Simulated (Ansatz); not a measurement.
Reaction (atomization): `S=[CH][GeH3]` → C• + Ge• + 4 H• + S•

Calculated with Ansatz (gas phase, PBE0-D4/def2-TZVP geometries, no zero-point term in ΔE). CBS: MP2 limit from def2 TZ/QZ plus the TZ coupled-cluster correction, frozen cores. This one scheme is used for every species, atoms too. DFT in def2-TZVPP. HSE06 is defined as in plane-wave codes. Open shells (•) are unrestricted, without spin–orbit coupling. Spin–orbit coupling would lower the free atoms: a little for C, S; clearly for Ge. For Ge outer-core shells are correlated without core-valence functions, so the limit isn't a true one: a few kJ/mol of doubt a bond, and 10 to 20 or more in all where bonds break to atoms. Scalar relativity is left out up to krypton.

```tsv
species	HSE06-D4 energy (Eh)
`S=[CH][GeH3]`	-2515.22854
C•	-37.80300
Ge•	-2076.65605
H•	-0.50075
S•	-397.96634
```

(1) Work out ΔE.

Largest T1 diagnostic among the species: 0.014.

Answers

(1) ΔE = 4 × (-0.50075) + (-37.80300) + (-2076.65605) + (-397.96634) − (-2515.22854) = 0.80015 Eh = +21.77 eV. CCSD(T)/CBS gives +21.98 eV.

From BLYP to BHLYP (50 % exact exchange), in def2-TZVPP and without D4, ΔE moves by −0.47 eV: exact exchange takes away binding that semilocal exchange gives to molecules. At CCSD(T), def2-SVP lies −1.44 eV from the extrapolated value and def2-TZVPP −0.51 eV: correlation converges slowly with the basis, and small sets miss more of it in the bonded molecule than in its fragments.

For atomizations the MP2-based limit and the directly extrapolated one differ by several kJ/mol either way, and by 10 to 25 for some Ge, Se and Sn compounds, so smaller differences from it don't rank the levels.
